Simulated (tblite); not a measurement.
Compound: C5H17NSi2.
Bonds: C1–C2, C2–C3, C3–Si4, Si4–C5, C5–N6, N6–C7, N6–Si8. Hydrogens: H9, H10, H11 on C1; H12, H13 on C2; H14, H15 on C3; H16, H17 on Si4; H18, H19 on C5; H20, H21, H22 on C7; H23, H24, H25 on Si8.

Structure optimised with GFN2-xTB, isolated species.

**Question.** What internal coordinates does the optimisation give?

**Answer.** 
| bond | length (Å) | order |
| --- | --- | --- |
| C1–C2 | 1.521 | single |
| C2–C3 | 1.527 | single |
| C3–Si4 | 1.905 | single |
| Si4–C5 | 1.915 | single |
| C5–N6 | 1.448 | single |
| N6–C7 | 1.437 | single |
| N6–Si8 | 1.716 | single |
| C1–H9, C1–H10, C1–H11 | 1.087 | single |
| C2–H12, C2–H13 | 1.093 | single |
| C3–H14, C3–H15 | 1.092 | single |
| Si4–H16, Si4–H17 | 1.470 | single |
| C5–H18 | 1.100 | single |
| C5–H19 | 1.090 | single |
| C7–H20 | 1.098 | single |
| C7–H21, C7–H22 | 1.090 | single |
| Si8–H23 | 1.476 | single |
| Si8–H24, Si8–H25 | 1.463 | single |

Bonds in one row agree within 0.01 Å and their mean is given. Orders are formal, as drawn. A selection of angles:
| angle | degrees |
| --- | --- |
| C1–C2–C3 | 112.8 |
| C2–C3–Si4 | 114.4 |
| C3–Si4–C5 | 107.5 |
| Si4–C5–N6 | 113.6 |
| C5–N6–C7 | 113.1 |
| C5–N6–Si8 | 121.8 |
| C7–N6–Si8 | 121.7 |

Torsions: C1–C2–C3–Si4 -61° (synclinal); C2–C3–Si4–C5 -161° (antiperiplanar); C3–Si4–C5–N6 159° (antiperiplanar); Si4–C5–N6–C7 67° (synclinal). The mirror-image conformer, all signs reversed, is as good.

Si8 (SiH3 silicon) is distorted tetrahedral (angles from 105.4° to 115.8°). Of the pairs four or more bonds apart, Si4···H22 is among the closest relative to their van der Waals radii: 2.82 Å, 86 % of the sum of Bondi's values. N6 (silicon-bound nitrogen) is almost planar (angles 121.8°, 121.7° and 113.1°, sum 356.5°, 0.16 Å off the plane of its three neighbours). Si4 (SiH2 silicon) is tetrahedral (angles from 107.5° to 110.8°).

Point group: C1 (no symmetry element, even within 0.4 Å). Its GFN2-xTB frequencies are all real (lowest 24 cm⁻¹). The numbers are those of one conformer. 3 starts were optimised and ended at 0.00, 1.28 and 1.30 kcal/mol (GFN2-xTB); the lowest of these is shown.

The numbers are calculated, not measured.
